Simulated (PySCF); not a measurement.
Compound: C5H8FO2S (doublet state).
Structure used (GFN2-xTB), in Å, numbered top down from 1:
```xyz
17
C5H8FO2S angstrom
O     -2.0703   -1.4629    0.0779
S     -0.9790   -0.8823   -0.6537
O     -0.5783   -1.5358   -1.8707
C     -1.2223    0.9724   -0.7987
C     -0.9485    1.3313    0.5687
C      0.2052    0.6296    1.2063
C      0.4682   -0.7056    0.5017
C      1.7369   -0.7482   -0.3233
F      1.8458    0.3881   -1.0872
H     -0.4482    1.2313   -1.5201
H     -2.2101    1.2223   -1.1643
H     -1.7037    1.7747    1.1914
H      0.0074    0.4807    2.2686
H      1.1077    1.2530    1.1297
H      0.4334   -1.5572    1.1762
H      2.6344   -0.7856    0.3051
H      1.7143   -1.5937   -1.0174
```

The hyperfine couplings belong to this conformer and change with its torsions.

The species is `O=S1(=O)C[CH]C[C@@H]1CF` [radical].

Computed with UKS B3LYP, pcH-1 on C F H O S, non-relativistic, mean-field spin-orbit, GIAO (PySCF 2.14.0). The structure is a single GFN2-xTB conformer in the gas phase; no vibrational or solvent corrections. The geometry wasn't refined by DFT: couplings that depend on bond lengths, twists or pyramidal angles can differ widely from those at the functional's own minimum. Stability of the SCF solution: not tested.

Match the computed a_iso(13C) values +110.3, -32.1, -28.9, +8.0, -1.8 MHz with the sites C4; C5; C6; C7; C8.

| site | a_iso (MHz) | ρ(0) (bohr⁻³) | position | distance from C5 (Å) | spin population | largest \|T\| (MHz) |
| --- | --- | --- | --- | --- | --- | --- |
| C4 | -32.1 | -0.0286 | 1 bond from C5 | 1.44 | -0.10 | 5.2 |
| C5 | +110.3 | +0.0982 | largest spin population | 0.00 | +0.97 | 153.3 |
| C6 | -28.9 | -0.0257 | 1 bond from C5 | 1.49 | -0.08 | 2.1 |
| C7 | +8.0 | +0.0072 | 2 bonds from C5 | 2.48 | +0.03 | 6.0 |
| C8 | -1.8 | -0.0016 | 3 bonds from C5 | 3.51 | 0.00 | 0.7 |

ρ(0) is the spin density at the nucleus and T the dipolar tensor; a_iso includes a spin–orbit part. Largest spin populations (Mulliken): C5 (+0.97), C4 (-0.10) and C6 (-0.08). C5 is the only atom above +0.15. The angles at C5 add up to 356.4°, so it is nearly planar; its axial dipolar tensor and the negative coupling of its proton fit spin in a p orbital normal to that plane.

Examples of negative spin density at the nucleus (bohr⁻³): C4 (-0.0286), C6 (-0.0257) and H12 (-0.0119).
